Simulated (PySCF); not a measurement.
Magnetic shielding above rings: a mixed set.

NICS is the negative of the GIAO shielding at a point without a nucleus: at the ring centre (0) and 1 Å above and below it (1); zz is the component along the ring normal. Level: GIAO PBE0/pcSseg-1 (PySCF, non-relativistic, gas phase) on the GFN2-xTB geometries, one conformer each. Atom numbers follow the mapped SMILES.

Problem. Order these rings by mean NICS(1)zz, lowest (most negative) first (ppm).
A. ring C2–C3–P5 in `[CH3:1][C:2]1=[C:3]([CH3:4])[P:5]1[CH2:6][SiH3:7]`
B. ring C3–Si5–C6–C7 in `[H]/[N:8]=[C:7]1/[C@@:3]([C:2]#[N:1])([F:4])[SiH2:5][CH2:6]1`
C. ring C2–C3–C4–C6–O10 in `[CH3:1][c:2]1[cH:3][c:4]([CH3:5])[c:6]([C:7](=[O:8])[F:9])[o:10]1`
D. ring C6–C7–C8–C9–S10 in `[CH2:1]=[C:2]([CH3:3])[O:4][SiH-:5][c:6]1[cH:7][cH:8][cH:9][s:10]1` (charge -1)
E. ring C4–C5–P6–C8 in `[CH3:1][CH:2]([CH3:3])[C@@H:4]1[CH2:5][P@@H+:6]([CH3:7])[C@@H:8]1[CH3:9]` (charge +1)
F. ring C1–C2–C3–O4–C5 in `[CH2:1]1[CH2:2][CH2:3][O:4][CH2:5]1`
G. ring C3–C4–C5–C6–P7 in `[CH3:1][O:2][C@@H:3]1[CH2:4][CH2:5][CH2:6][P@:7]1([CH3:8])=[O:9]`

Solution. C (-22.5), D (-20.8), A (-17.5), F (-6.7), G (-1.4), B (0.6), E (4.1).

```csv
SMILES,ring,NICS(0),NICS(1),NICS(1)zz,HOMA,rms pucker (Å),ring atoms with four or more neighbours
Cc1cc(C)c(C(=O)F)o1,5-membered ring with O; formal bonds all aromatic,-10.4,-9.8,-22.5,0.52,0.00,0
C=C(C)O[SiH-]c1cccs1,5-membered ring with S; formal bonds all aromatic,-9.4,-8.8,-20.8,0.75,0.01,0
CC1=C(C)P1C[SiH3],"3-membered ring with P; formal bonds 1 double, 2 single",-27.3,-8.6,-17.5,-1.16,0.00,0
C1CCOC1,5-membered ring with O; formal bonds all single,-8.0,-3.6,-6.7,–,0.16,4
CO[C@@H]1CCC[P@]1(C)=O,5-membered ring with P; formal bonds all single,-5.1,-4.0,-1.4,–,0.20,5
[H]/N=C1\C[SiH2][C@@]1(F)C#N,4-membered ring with Si; formal bonds all single,1.6,-2.3,0.6,–,0.10,3
CC(C)[C@@H]1C[P@@H+](C)[C@@H]1C,4-membered ring with P; formal bonds all single,-2.6,-1.6,4.1,–,0.14,4
```

NICS(0) gives another order. The isotropic NICS(1) gives another order. HOMA uses Krygowski's 1993 parameters; it is left out where a ring has a four-coordinate atom, a triple bond, no multiple bond or a kind of bond without parameters. NICS(1) and NICS(1)zz are means over the two faces.
